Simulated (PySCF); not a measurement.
Bonds (- single, = double, # triple, : aromatic): C1-C2, C2:C3, C3:C4, C4:C5, C5:C6, C6:C7, C7-P8, C7:C2. C1 carries H9, H10, H11; C3 carries H12; C4 carries H13; C5 carries H14; C6 carries H15; P8 carries H16, H17.

Level of theory: PBE0/pcSseg-1 with gauge-including orbitals, geometry from GFN2-xTB, in PySCF (gas phase, one averaged value for each set of equivalent atoms, no relativistic terms, one conformer).

Shifts are taken against calculated references (same method and geometry level): TMS for ¹³C (σ = 186.93 ppm) and ¹H (σ = 31.72 ppm); H3PO4 for ³¹P (σ = 318.38 ppm).

```json
{"atoms": "H13", "nucleus": "¹H", "count": "1", "δ (ppm)": "7.46"}
{"atoms": "H9/H10/H11", "nucleus": "¹H", "count": "3", "δ (ppm)": "2.50"}
{"atoms": "C1", "nucleus": "¹³C", "count": "1", "δ (ppm)": "24.4"}
{"atoms": "H15", "nucleus": "¹H", "count": "1", "δ (ppm)": "7.75"}
{"atoms": "C7", "nucleus": "¹³C", "count": "1", "δ (ppm)": "?"}
{"atoms": "C3", "nucleus": "¹³C", "count": "1", "δ (ppm)": "134.0"}
{"atoms": "H14", "nucleus": "¹H", "count": "1", "δ (ppm)": "7.36"}
{"atoms": "H12", "nucleus": "¹H", "count": "1", "δ (ppm)": "?"}
{"atoms": "C4", "nucleus": "¹³C", "count": "1", "δ (ppm)": "133.5"}
{"atoms": "C5", "nucleus": "¹³C", "count": "1", "δ (ppm)": "131.1"}
{"atoms": "H16/H17", "nucleus": "¹H", "count": "2", "δ (ppm)": "3.77"}
{"atoms": "C6", "nucleus": "¹³C", "count": "1", "δ (ppm)": "?"}
{"atoms": "P8", "nucleus": "³¹P", "count": "1", "δ (ppm)": "?"}
{"atoms": "C2", "nucleus": "¹³C", "count": "1", "δ (ppm)": "145.5"}
```

Problem. Estimate the values marked ?.

Solution. 
- C6: 138.9 ppm, aromatic CH; the aromatic region
- C7: 137.6 ppm, substituted aromatic carbon
- H12: 7.44 ppm, hydrogen on an aromatic CH; it sits in the deshielding region of the aromatic ring current
- P8: -156.0 ppm, phosphorus bonded to C, 2 H

Shifts are as computed. Against solution values, carbons near 30 ppm lie about +3 ppm off and those near 130 ppm about +5 ppm. Of 1211 compounds with measured shifts, 218 miss one by over three times the rms of a fit or turn the order of signals round; such compounds aren't used in these exercises. Experimental scales use liquid or dissolved standards, which lie at an offset from isolated H3PO4.
